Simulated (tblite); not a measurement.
Species: C7H13NSSi.
Atom-mapped SMILES: `[CH:1]#[C:2][CH2:3][C@H:4]([CH2:5][C:6]([CH3:7])=[S:8])[NH:9][SiH3:10]` (hydrogens: H11 on C1; H12, H13 on C3; H14 on C4; H15, H16 on C5; H17, H18, H19 on C7; H20 on N9; H21, H22, H23 on Si10)

Cartesian coordinates in Å at the GFN2-xTB level; atoms count from 1:
```xyz
23
C7H13NSSi angstrom
C     -0.1212    2.9890   -0.4007
C     -0.1152    2.1036    0.4051
C     -0.1273    0.9962    1.3369
C     -0.4965   -0.3281    0.6438
C      0.5073   -0.6520   -0.4982
C      1.8975   -0.7867    0.0181
C      2.8817    0.2537   -0.3866
S      2.3092   -2.0129    1.0068
N     -1.8448   -0.2732    0.1653
Si    -2.8690   -1.6439   -0.0100
H     -0.1205    3.7850   -1.0837
H      0.8543    0.9011    1.8089
H     -0.8682    1.1970    2.1153
H     -0.4333   -1.1354    1.3807
H      0.1827   -1.5981   -0.9362
H      0.4462    0.1345   -1.2538
H      2.4729    1.2508   -0.2192
H      3.0826    0.1628   -1.4554
H      3.8166    0.1379    0.1557
H     -1.9931    0.5298   -0.4292
H     -4.1476   -1.0654   -0.4101
H     -2.4209   -2.6233   -1.0135
H     -2.8981   -2.2952    1.2987
```

Computed values, GFN2-xTB/tblite, gas phase, harmonic and unscaled. The method is semi-empirical: single wavenumbers can be off by several per cent or more. Modes of hydrogen on silicon can be 10 to 20 % off. One conformer, not necessarily the lowest.

Harmonic wavenumbers (cm⁻¹): 37.6, 50.4, 62.1, 65.0, 107.4, 125.9, 133.8, 163.4, 209.8, 284.3, 306.1, 332.5, 342.9, 365.0, 414.0, 494.8, 500.7, 574.6, 578.3, 607.2, 640.7, 680.0, 743.8, 780.9, 803.7, 818.6, 831.6, 871.3, 932.0, 950.7, 981.6, 993.5, 1015.3, 1063.9, 1114.0, 1141.3, 1188.0, 1212.8, 1230.5, 1261.7, 1278.9, 1312.2, 1320.3, 1381.0, 1385.1, 1438.4, 1450.3, 1456.0, 1466.4, 2173.9, 2267.5, 2291.1, 2292.4, 2939.3, 2955.8, 2969.9, 2974.6, 2977.5, 2981.9, 3001.4, 3050.3, 3399.2, 3430.7.

A = 1056, B = 689.2, C = 468.6 MHz; mass 171.054 u (most abundant isotopes); point group C1, symmetry number 1.

Question: What is the zero-point energy?

Answer: Half the sum of the wavenumbers: 38603 cm⁻¹ = 461.79 kJ/mol.

Question: Entropy at 298.15 K, 1 bar (ideal gas, RRHO, classical rotation)?

Answer: Translation 172.98, rotation 130.63, vibration 191.25: S = 494.9 J/(mol K).

Question: And Cp and H(298.15 K) − H(0)?

Answer: Cp = 213.00 J/(mol K), of which vibrations give 179.74 (their classical limit is 63 R = 523.8); H(298.15 K) − H(0) = 38.50 kJ/mol without the zero-point energy, 28.58 from vibrations.

Question: How do the functions run with temperature in this model?

Answer: 
```
T (K)  S (J/(mol K))  Cp (J/(mol K))  H − H(0) (kJ/mol)  G − H(0) (kJ/mol)  ln q(vib)
  150          379.4           132.1              12.92             -44.00       5.51
  250          459.7           186.9              28.86             -86.06       9.59
  400          564.7           263.5              62.83            -163.06      15.34
  600          686.8           338.7             123.56            -288.52      22.52
  900          838.8           410.0             236.77            -518.18      32.31
```

q(vib) and H(0) count from the zero-point level.

Question: Which modes carry the vibrational entropy at 298.15 K?

Answer: 37.6 cm⁻¹: 22.52; 50.4 cm⁻¹: 20.09; 62.1 cm⁻¹: 18.36; 65.0 cm⁻¹: 17.99; 107.4 cm⁻¹: 13.87; 125.9 cm⁻¹: 12.58 J/(mol K); the other 57 give 85.84 together.

Question: Blend soft modes into free rotors: weight 1/[1 + (100 cm⁻¹/ν̃)⁴] for the oscillator and the rest for a rotor with moment μB/(μ + B), μ = h/(8π²ν), B = 10⁻⁴⁴ kg m². What vibrational entropy results?

Answer: 170.73 J/(mol K) in place of 191.25, which changes −T·S at 298.15 K by +6.12 kJ/mol.

Question: What must be added to the electronic energy to get the Gibbs energy at 298.15 K and 1 bar?

Answer: ZPE + [H(298.15 K) − H(0)] − T·S = 461.79 + 38.50 − 147.55 = 352.74 kJ/mol.

Hindered rotation and anharmonicity are outside this model. Other conformers, if any are populated, would add a mixing term that is left out. The structure is chiral; the term R ln 2 for an equal mix with its mirror image is left out.
